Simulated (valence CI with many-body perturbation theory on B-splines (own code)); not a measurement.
**Level structure of Gd LX**

Computed by valence CI with perturbative core correlation (CI+MBPT): three valence electrons over a frozen Dirac-Fock core [He], radial functions for each j: 11 s, 11 p, 9 d, 7 f, 5 g, 2 h, 1 i, with the one-electron correlation potential Σ1 (screened to all orders), the two-electron term Σ2, the three-electron term Σ3, Breit, model QED; selected single and double excitations, second order for the rest (own B-spline code, finite nucleus).

No measured spectrum was set against this ion. As an estimate, large intervals hold to a few tenths of a per cent, small ones and those within an open d or f shell to about a per cent.

Levels 91 to 101 of 101, with energies above the lowest level, (2s^2 2p1/2) J=1/2. "Leading %" is the weight of the configuration and term that name the level; weights of strongly mixed levels are sums over their largest components and can fall short. In the jj column 3d3/2^4 stands for four electrons in 3d with j = 3/2. Lifetimes count E1, E2, E3, M1 and M2 decay at the calculated energies, and are blank where another channel may lead or the interval is too uncertain; long ones can be off by a factor of two.

| No. | Configuration | Term | J | E (Ry) | Leading % | Second component | Lifetime | Leading jj |
| --- | --- | --- | --- | --- | --- | --- | --- | --- |
| 91 | 2p²3p | ²P° | 1/2 | 667.24 | 86 | 8 % 2p²3p ⁴D° | 3.97 fs | 2p1/2 2p3/2 3p3/2 (99 %) |
| 92 | 2p²3d | ²G | 7/2 | 667.73 | 52 | 25 % 2p²3d ²F | 71.2 fs | 2p1/2 2p3/2 3d3/2 (98 %) |
| 93 | 2p²3d | ²D | 5/2 | 668.78 | 36 | 32 % 2p²3d ²F | 982 as | 2p1/2 2p3/2 3d3/2 (96 %) |
| 94 | 2p²3d | ²D | 3/2 | 669.18 | 47 | 15 % 2p²3d ²P | 953 as | 2p1/2 2p3/2 3d3/2 (98 %) |
| 95 | 2p²3d | ²P | 1/2 | 669.81 | 37 | 34 % 2p²3d ⁴P | 855 as | 2p1/2 2p3/2 3d3/2 (100 %) |
| 96 | 2p²3d | ⁴D | 7/2 | 670.88 | 46 | 38 % 2p²3d ⁴F | 31.2 fs | 2p1/2 2p3/2 3d5/2 (100 %) |
| 97 | 2p²3d | ²P | 3/2 | 672.13 | 38 | 28 % 2p²3d ⁴P | 1.41 fs | 2p1/2 2p3/2 3d5/2 (98 %) |
| 98 | 2p²3d | ²G | 9/2 | 672.14 | 64 | 36 % 2p²3d ⁴F | 179 fs | 2p1/2 2p3/2 3d5/2 (100 %) |
| 99 | 2p²3d | ²F | 5/2 | 672.23 | 43 | 22 % 2p²3d ⁴D | 1.16 fs | 2p1/2 2p3/2 3d5/2 (97 %) |
| 100 | 2p²3d | ²D | 5/2 | 673.45 | 60 | 26 % 2p²3d ⁴P | 791 as | 2p1/2 2p3/2 3d5/2 (98 %) |
| 101 | 2p²3d | ²F | 7/2 | 673.91 | 69 | 13 % 2p²3d ²G | 741 as | 2p1/2 2p3/2 3d5/2 (98 %) |
